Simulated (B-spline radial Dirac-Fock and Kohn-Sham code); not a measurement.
# Relativistic shifts of the levels of Tb⁺

System: the Tb⁺ ion, configuration 1s2 2s2 2p6 3s2 3p6 3d10 4s2 4p6 4d10 4f9 5s2 5p6 6s1.

Both columns are ΔSCF binding energies of the configuration average from a radial finite-basis atomic code: non-relativistic Hartree-Fock with a point nucleus, and Dirac-Fock with a finite nucleus and the Coulomb interaction alone, averaged over the two j levels with weights 2j+1.

```
shell  Hartree-Fock (eV)  Dirac-Fock (eV)  shift (eV)  shift (%)
   1s            49031.7          52230.5    +3198.79      +6.52
   2s             7922.3           8749.1     +826.80     +10.44
   2p             7524.8           7789.8     +265.03      +3.52
   3s             1784.9           1981.1     +196.27     +11.00
   3p             1606.6           1677.0      +70.41      +4.38
   3d             1277.9           1264.5      -13.41      -1.05
   4s              369.2            415.4      +46.22     +12.52
   4p              297.7            313.0      +15.36      +5.16
   4d              169.5            166.2       -3.23      -1.91
   4f              17.10            12.50       -4.60     -26.91
   5p              34.73            35.83       +1.10      +3.16
   6s              10.06            10.65       +0.59      +5.84
```

Relativity binds 1s, 2s, 2p, 3s, 3p, 4s, 4p, 5p, 6s more strongly, among those listed most of all 4s in relative terms, and 3d, 4d, 4f more weakly, because the contracted s and p shells screen the nucleus better.

Values without a named source are computed, but for edge energies of neutral atoms, which are taken from tables.
